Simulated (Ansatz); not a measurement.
The pair A = HF (SMILES F) (first 2 atoms), B = C2H2 (SMILES C#C); geometry from B3LYP-D3(BJ)/def2-TZVP.
(charge 0, multiplicity 1):
```
atom    x (Å)    y (Å)   z (Å)
----  -------  -------  ------
F     -0.0325  -0.0116  0.3487
H     -0.0182  -0.0044  1.2833
C      0.2551  -0.5364  3.3985
C     -0.2302   0.5591  3.3975
H      0.6860  -1.5091  3.4074
H     -0.6609   1.5319  3.4047
```

Correlated levels freeze the cores. MP2 and its Hartree–Fock in aug-cc-pVQZ are density fitted.

Run with Ansatz (a first-principles code) with Gaussian orbitals. Values without a source in brackets are computed.

The counterpoise-corrected interaction energy is E(AB) − E(A in the pair's basis) − E(B in the pair's basis). Total energies (hartree):

```tsv
level	AB	A in the pair's basis	B in the pair's basis
HF/aug-cc-pVTZ	-176.9152860	-100.0600474	-76.8505749
MP2/aug-cc-pVTZ	-177.5122790	-100.3410846	-77.1642033
HF/aug-cc-pVQZ	-176.9269984	-100.0674253	-76.8549243
MP2/aug-cc-pVQZ	-177.5624649	-100.3696063	-77.1856246
CCSD(T)/aug-cc-pVTZ	-177.5489873	-100.3497750	-77.1923665
```

**Question.** Work out the counterpoise-corrected interaction energy at the basis-set limit: extrapolate the MP2 correlation part as X⁻³, take Hartree–Fock from the larger set, and add the CCSD(T) − MP2 difference of aug-cc-pVTZ.

**Answer.** 
1. Differences (1 hartree = 627.509 kcal/mol): HF/aug-cc-pVTZ -2.927; MP2/aug-cc-pVTZ -4.387; HF/aug-cc-pVQZ -2.917; MP2/aug-cc-pVQZ -4.539; CCSD(T)/aug-cc-pVTZ -4.296.
2. Correlation parts, MP2 less HF: -1.460 in aug-cc-pVTZ (X = 3), -1.622 in aug-cc-pVQZ (X = 4).
3. Limit (4³·(-1.622) − 3³·(-1.460))/(4³ − 3³) = -1.740; with HF/aug-cc-pVQZ it gives -4.657.
4. CCSD(T) less MP2 in aug-cc-pVTZ: 0.091.
Result: -4.57 kcal/mol, against -4.39 at MP2/aug-cc-pVTZ. It is an estimate of this method's limit, not of the exact value.
